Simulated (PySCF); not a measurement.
Job file and geometry (Å, from GFN2-xTB) of an NMR shielding run on SMILES BN(C)BCC=C, C4H11B2N, GIAO PBE0/pcSseg-1 NMR shielding, non-relativistic, gas phase in PySCF; density fitting, a coarse starting grid and PySCF grid level 2 are the driver's defaults:

```
$ OMP_NUM_THREADS=1 python probes_run.py task.json out

{"job": {"kind": "nmr", "xc": "PBE0", "basis": "pcSseg-1"}, "charge": 0, "multiplicity": 1}
B     -1.735449     1.397878     0.577431
N     -1.479943     0.094231     0.102045
C     -2.617198    -0.646462    -0.446230
B     -0.216421    -0.553465     0.116430
C      1.123032     0.156262     0.595713
C      2.356242    -0.513453     0.080127
C      3.209765     0.036363    -0.764129
H     -2.829389     1.817993     0.533747
H     -0.872844     2.046551     1.020723
H     -3.507271    -0.490336     0.161848
H     -2.399430    -1.712093    -0.484487
H     -2.833031    -0.303201    -1.460435
H     -0.171801    -1.675912    -0.232154
H      1.142837     0.110906     1.690227
H      1.150694     1.211754     0.326208
H      2.518735    -1.525592     0.429113
H      4.080503    -0.485202    -1.124386
H      3.072210     1.040093    -1.133447
```

**Question.** What does the program print?

**Answer.** 
```
coarse grid: 14400 points
cycle   1  E = -263.0671312627  dE =  5.845e-01  |g| = 4.028e-01  |ddm| = 3.539e+00
cycle   2  E = -263.0699540440  dE = -2.823e-03  |g| = 4.091e-01  |ddm| = 7.102e-01
cycle   3  E = -263.1120480194  dE = -4.209e-02  |g| = 6.126e-02  |ddm| = 3.654e-01
cycle   4  E = -263.1126397186  dE = -5.917e-04  |g| = 3.139e-02  |ddm| = 5.213e-02
cycle   5  E = -263.1128440508  dE = -2.043e-04  |g| = 5.202e-03  |ddm| = 2.193e-02
cycle   6  E = -263.1128506813  dE = -6.630e-06  |g| = 1.068e-03  |ddm| = 5.659e-03
final grid: 137336 points
cycle   7  E = -263.1500250070  dE = -4.941e-05  |g| = 8.514e-03  |ddm| = 3.067e-02
cycle   8  E = -263.1500188779  dE =  6.129e-06  |g| = 9.978e-03  |ddm| = 1.538e-02
cycle   9  E = -263.1500436639  dE = -2.479e-05  |g| = 1.511e-03  |ddm| = 8.321e-03
cycle  10  E = -263.1500441937  dE = -5.298e-07  |g| = 2.341e-04  |ddm| = 1.108e-03
cycle  11  E = -263.1500442058  dE = -1.206e-08  |g| = 8.962e-05  |ddm| = 2.519e-04
cycle  12  E = -263.1500442075  dE = -1.758e-09  |g| = 3.517e-05  |ddm| = 8.822e-05
cycle  13  E = -263.1500442078  dE = -2.849e-10  |g| = 6.794e-06  |ddm| = 3.076e-05
converged SCF energy = -263.1500442078

GIAO shielding tensors (ppm)
atom      isotropic    diamagn.    paramagn.     s11        s22        s33       span
  0 B       49.938     198.168    -148.230     10.622     24.415    114.776    104.155
  1 N       76.999     323.932    -246.934   -100.330     78.273    253.053    353.383
  2 C      137.031     242.509    -105.478     98.046    129.156    183.892     85.847
  3 B       44.570     196.618    -152.049     -1.231     38.376     96.564     97.796
  4 C      152.668     253.799    -101.130    142.583    147.830    167.593     25.010
  5 C       39.360     256.481    -217.120    -82.149     41.895    158.336    240.485
  6 C       68.104     253.594    -185.490    -42.668     91.436    155.544    198.212
  7 H       26.086      31.456      -5.370     23.548     26.542     28.166      4.618
  8 H       25.990      33.347      -7.356     22.988     25.844     29.139      6.150
  9 H       28.111      27.714       0.397     24.480     26.855     32.998      8.518
 10 H       28.352      28.803      -0.451     24.738     28.088     32.230      7.492
 11 H       27.937      28.181      -0.243     24.456     26.015     33.342      8.886
 12 H       25.973      33.419      -7.445     22.465     25.547     29.907      7.443
 13 H       29.790      32.308      -2.519     25.561     29.449     34.359      8.798
 14 H       29.402      35.509      -6.107     25.271     30.974     31.962      6.691
 15 H       25.213      30.981      -5.768     23.681     24.382     27.575      3.895
 16 H       26.595      28.078      -1.483     23.766     25.619     30.398      6.633
 17 H       26.544      32.214      -5.670     23.601     25.807     30.223      6.621
```

Size and cost of the density-fitted run: 174 basis functions, 100 s wall time (60 s CPU) on 1 thread of an Intel Xeon, shared host; peak memory 0.85 GiB.
